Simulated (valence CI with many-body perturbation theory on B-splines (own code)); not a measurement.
**Os³⁷⁺: what each term of the Hamiltonian does**

Computed by valence CI with perturbative core correlation (CI+MBPT): three valence electrons over a frozen Dirac-Fock core [Kr], a basis of 9 s, 9 p, 10 d, 8 f, 5 g, 3 h, 1 i functions for each j, with the one-electron correlation potential Σ1 (screened to all orders), the two-electron term Σ2, the three-electron term Σ3, Breit, model QED; selected single and double excitations, second order for the rest (own B-spline code, finite nucleus).

The last digits are not significant, and no measured levels were compared; by estimate large intervals hold to a few tenths of a per cent, small ones and those within an open d or f shell to about a per cent. Only levels of the ground parity were solved; by the run's estimate the other parity begins above the list, which can be wrong where configurations are misplaced.

Each rung adds one term. CI alone is the Dirac-Coulomb CI over the frozen core; QED comes last and gives the full result, which names the levels. Energies are above (4d3/2^3) J=3/2 on the same rung, in cm⁻¹.

Levels are named by their leading jj configuration (3d3/2^4 stands for four electrons in 3d with j = 3/2), which in mixed levels can hold well under half, so a name can repeat and another be missing. Letters in brackets count levels of one name in rising energy.

```csv
Level,CI alone
(4d3/2^2 4d5/2) J=5/2 [a],145411
(4d3/2^2 4d5/2) J=3/2,165598
(4d3/2^2 4d5/2) J=7/2,180857
(4d3/2^2 4d5/2) J=9/2,184498
(4d3/2^2 4d5/2) J=1/2,183102
(4d3/2^2 4d5/2) J=5/2 [b],253485
(4d3/2 4d5/2^2) J=7/2 [a],321914
(4d3/2 4d5/2^2) J=9/2,338231
(4d3/2 4d5/2^2) J=3/2 [a],350075
(4d3/2 4d5/2^2) J=1/2,359603
(4d3/2 4d5/2^2) J=5/2 [a],368507
(4d3/2 4d5/2^2) J=11/2,372869
(4d3/2 4d5/2^2) J=5/2 [b],393583
(4d3/2 4d5/2^2) J=7/2 [b],399789
(4d3/2 4d5/2^2) J=3/2 [b],454038
(4d5/2^3) J=9/2,511661
```

(1) What do these energies become with core correlation, Breit and QED?

(2) How does the ionisation energy move along the ladder, and which term matters most?

## Answers

(1) (4d3/2^2 4d5/2) J=5/2 [a] 143623 (-1788); (4d3/2^2 4d5/2) J=3/2 163452 (-2146); (4d3/2^2 4d5/2) J=7/2 176193 (-4664); (4d3/2^2 4d5/2) J=9/2 178620 (-5878); (4d3/2^2 4d5/2) J=1/2 180263 (-2838); (4d3/2^2 4d5/2) J=5/2 [b] 248719 (-4766); (4d3/2 4d5/2^2) J=7/2 [a] 317383 (-4531); (4d3/2 4d5/2^2) J=9/2 332108 (-6123); (4d3/2 4d5/2^2) J=3/2 [a] 346247 (-3828); (4d3/2 4d5/2^2) J=1/2 355619 (-3984); (4d3/2 4d5/2^2) J=5/2 [a] 361572 (-6935); (4d3/2 4d5/2^2) J=11/2 363582 (-9288); (4d3/2 4d5/2^2) J=5/2 [b] 386328 (-7255); (4d3/2 4d5/2^2) J=7/2 [b] 390904 (-8885); (4d3/2 4d5/2^2) J=3/2 [b] 449644 (-4394); (4d5/2^3) J=9/2 504248 (-7413).

(2) CI alone 1658.7, + Σ1 1661.6, + Σ2 1663.3, + Σ3 1663.3, + Breit 1662.2, + QED 1662.3 eV. The largest step is Σ1, 2.8 eV. NIST lists 1660 ± 4 eV (theoretical).
